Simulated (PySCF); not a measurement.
C3H9NSi, SMILES C1CN[C@H]1[SiH3]. Geometry optimised at PBE-D3(BJ)/def2-SVP. The structure was generated by enumeration; whether it is a known compound was not checked.

Give the equilibrium geometry at PBE-D3(BJ)/def2-SVP (PySCF confirms it by a frequency run) as bond lengths and angles. (Estimate from the structure and the level; the computed values follow.)


Atoms: Si1 C2 C3 C4 N5 H6 H7 H8 H9 H10 H11 H12 H13 H14. Bond lengths (Å): Si1–C2 1.905, Si1–H6 1.506, Si1–H7 1.504, Si1–H8 1.509, C2–C3 1.558, C2–N5 1.489, C2–H9 1.120, C3–C4 1.547, C3–H10 1.106, C3–H11 1.108, C4–N5 1.477, C4–H12 1.112, C4–H13 1.118, N5–H14 1.027. Angles (°): C2–Si1–H6 109.7, C2–Si1–H7 109.4, C2–Si1–H8 111.5, H6–Si1–H7 109.1, H6–Si1–H8 108.2, H7–Si1–H8 108.9, Si1–C2–C3 119.6, Si1–C2–N5 112.6, Si1–C2–H9 110.9, C3–C2–N5 88.1, C3–C2–H9 109.9, N5–C2–H9 114.0, C2–C3–C4 85.9, C2–C3–H10 117.1, C2–C3–H11 113.0, C4–C3–H10 117.7, C4–C3–H11 112.5, H10–C3–H11 109.2, C3–C4–N5 89.0, C3–C4–H12 117.8, C3–C4–H13 111.6, N5–C4–H12 115.0, N5–C4–H13 114.5, H12–C4–H13 108.2, C2–N5–C4 91.0, C2–N5–H14 115.8, C4–N5–H14 116.6.
